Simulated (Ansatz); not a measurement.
Reaction (formal exchange of groups at the Si–O bond): `C[SiH](F)N[SiH2]O` + `C1CCC1` → `C[SiH](F)N[SiH3]` + `OC1CCC1`

Calculated with Ansatz (gas phase, PBE0-D4/def2-TZVP geometries, no zero-point term in ΔE). CBS: MP2 limit from def2 TZ/QZ plus the TZ coupled-cluster correction, frozen cores. Functionals use def2-TZVPP. B3LYP here is the variant with VWN-RPA as its local correlation; programs differ in this. Each species was taken in one conformer, which may not be the lowest.

```csv
level,ΔE (eV)
PBE-D4,1.70
r2SCAN-D4,1.81
ωB97X-V,1.76
ωB97M-V,1.81
B2PLYP,1.83
PBE0,1.74
B3LYP,1.78
SCS-MP2/def2-TZVPP,1.86
```

Problem. What does CCSD(T)/CBS give? (Estimate.)

Solution. Ansatz gave: +1.84 eV. The listed levels differ from it by -0.14, -0.03, -0.08, -0.03, -0.01, -0.10, -0.06, 0.02 eV.

Largest T1 diagnostic among the species: 0.011.

From PBE to PBE0 (25 % exact exchange), in def2-TZVPP and without D4, ΔE moves by +0.05 eV.
